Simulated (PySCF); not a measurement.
## Bond length, frequency and bond energy of SnH⁻ by level of theory

State: ³Σ⁻ (triplet), unpaired electrons π ↑↑. Set-up: PySCF, scalar-relativistic core potentials, basis sets Sn def2-SVPD with ECP28, H def2-SVPD. De refers to Sn⁻ + H in their high-spin ground configurations, without counterpoise correction. The functionals are run spin-unrestricted. A positive dipole points towards H; it is taken about the centre of mass and depends on that origin.

```json
{"Level": "UHF", "Re (Å)": "1.811", "ωe (cm⁻¹)": "1571", "De (eV)": "n/a", "μ (D)": "-0.86", "CPU s a point (SCF and correlation, without the integrals)": "0.081"}
{"Level": "UHF-MP2", "Re (Å)": "1.806", "ωe (cm⁻¹)": "1561", "De (eV)": "2.22", "μ (D)": "n/a", "CPU s a point (SCF and correlation, without the integrals)": "0.13"}
{"Level": "UHF-SCS-MP2", "Re (Å)": "1.815", "ωe (cm⁻¹)": "1533", "De (eV)": "2.33", "μ (D)": "n/a", "CPU s a point (SCF and correlation, without the integrals)": "n/a"}
{"Level": "UHF-CCSD", "Re (Å)": "1.820", "ωe (cm⁻¹)": "1504", "De (eV)": "2.40", "μ (D)": "n/a", "CPU s a point (SCF and correlation, without the integrals)": "n/a"}
{"Level": "UHF-CCSD(T)", "Re (Å)": "1.823", "ωe (cm⁻¹)": "1494", "De (eV)": "2.43", "μ (D)": "n/a", "CPU s a point (SCF and correlation, without the integrals)": "2.7"}
{"Level": "LDA", "Re (Å)": "1.821", "ωe (cm⁻¹)": "1502", "De (eV)": "3.02", "μ (D)": "-1.15", "CPU s a point (SCF and correlation, without the integrals)": "0.27"}
{"Level": "PBE", "Re (Å)": "1.842", "ωe (cm⁻¹)": "1449", "De (eV)": "2.61", "μ (D)": "-1.22", "CPU s a point (SCF and correlation, without the integrals)": "0.43"}
{"Level": "BLYP", "Re (Å)": "1.855", "ωe (cm⁻¹)": "1404", "De (eV)": "n/a", "μ (D)": "-1.38", "CPU s a point (SCF and correlation, without the integrals)": "0.31"}
{"Level": "r²SCAN", "Re (Å)": "1.819", "ωe (cm⁻¹)": "1518", "De (eV)": "2.61", "μ (D)": "-1.08", "CPU s a point (SCF and correlation, without the integrals)": "0.65"}
{"Level": "PBE0", "Re (Å)": "1.820", "ωe (cm⁻¹)": "1520", "De (eV)": "2.54", "μ (D)": "-1.07", "CPU s a point (SCF and correlation, without the integrals)": "0.63"}
{"Level": "MN15", "Re (Å)": "1.822", "ωe (cm⁻¹)": "1510", "De (eV)": "2.74", "μ (D)": "-1.36", "CPU s a point (SCF and correlation, without the integrals)": "0.66"}
{"Level": "ωB97X", "Re (Å)": "1.817", "ωe (cm⁻¹)": "1542", "De (eV)": "n/a", "μ (D)": "-1.03", "CPU s a point (SCF and correlation, without the integrals)": "0.48"}
```

The bond length runs from 1.806 Å (UHF-MP2) to 1.855 Å (BLYP). De spans 2.22 eV (UHF-MP2, perturbation theory) to 3.02 eV (LDA, local density).

Correlated steps freeze 4 core orbitals. Correlated levels converge slowly with the basis: in double zeta they bind strong bonds too weakly, by up to about 1 eV, and carry superposition errors of some tenths. These are scalar-relativistic numbers at best; spin–orbit coupling would shift them, the dissociation energy most. For an ion De counts to the pair picked by the measured ionisation energies or electron affinities, which need not be the lowest pair at this level. The highest Kohn–Sham level is positive in this anion. Much of that is self-interaction error, but it also means that the finite basis helps to hold the extra electron. The state was picked by a PBE0 search and need not be the measured ground state.

The whole job (state search and all levels along the bond) took about 1.5 min on 1 thread of Arm Neoverse V1 (shared host), peak memory 0.47 GiB.
